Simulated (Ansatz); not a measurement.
Ansatz (a first-principles code) input (HF/def2-QZVPP):
A basis named .json is the Basis Set Exchange file of that set.

Ansatz 0.2 input:
```yaml
crystal:
  periodic: [false, false, false]
  atoms:
    - {symbol: Ti, position_ang: [-0.06934582, -0.23089053, -0.09931346]}
    - {symbol: F, position_ang: [1.62590970, -0.16557529, -0.19259398]}
    - {symbol: F, position_ang: [-0.63511666, -0.21570900, 1.50272633]}
    - {symbol: F, position_ang: [-0.82128104, 0.94568335, -1.06736612]}
basis:
  gaussian:
    orbitals: def2-QZVPP.json
hamiltonian:
  xc: hf
total_charge: 1
```

End of the output:

```
integrals: 0.18 GiB planned
1408 factors; their error is unknown
mean field: 1.15 GiB planned
mean field evaluation 1: about -31190.2002 eV, gradient 9.6e1 eV
mean field evaluation 2: about -31175.2387 eV, gradient 1.5e2 eV
mean field evaluation 4: about -31204.4593 eV, gradient 1.9e0 eV
mean field evaluation 8: about -31204.4726 eV, gradient 7.5e-2 eV
mean field -31204.66884871 eV, -1146.7504289058 hartree, gradient 1.6e-5 eV, S^2 0.000000; 0 other end points of the search recorded, 0 dependent functions left out
reference -31204.66884871 eV, -1146.7504289058 hartree; 24, 24 occupied and 240, 240 virtual orbitals, 1408 factors
Total energy: -31204.66884871 eV, -1146.7504289058 hartree
```

The spin state was set by rule; other spins were not relaxed.
